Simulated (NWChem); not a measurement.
# CH7NO2Si; SMILES CN[SiH](O)O

```xyz
12

Si     0.1994     0.4363    -0.2006
O      1.2529     1.2762     0.7812
O     -1.1049     1.4561    -0.2880
N     -0.2391    -1.0970     0.4207
C     -0.2312    -2.3511    -0.2919
H      0.7935     0.1588    -1.5385
H      2.0509     0.8083     1.0417
H     -0.9098     2.3726    -0.0696
H     -0.7295    -1.1290     1.3085
H     -1.2458    -2.7317    -0.5110
H      0.3093    -3.1437     0.2566
H      0.2788    -2.2268    -1.2596
```
Atoms are numbered in this order, from 1.

All runs: NWChem. Coordinates come from a PBE0/def2-SVP optimisation. Not confirmed as a minimum by frequencies. Level: PBE/def2-SVP with SMD (1 M gas to 1 M solution), gas-phase geometry. Reactions with the solvent are ignored.

Problem. Among these, which solvent gives the lowest value of “dipole in solution (D)”?
A) water
B) benzene
C) ethanol
D) 1-octanol

Solution. B, benzene. Values: benzene 1.86; 1-octanol 2.12; ethanol 2.15; water 2.20
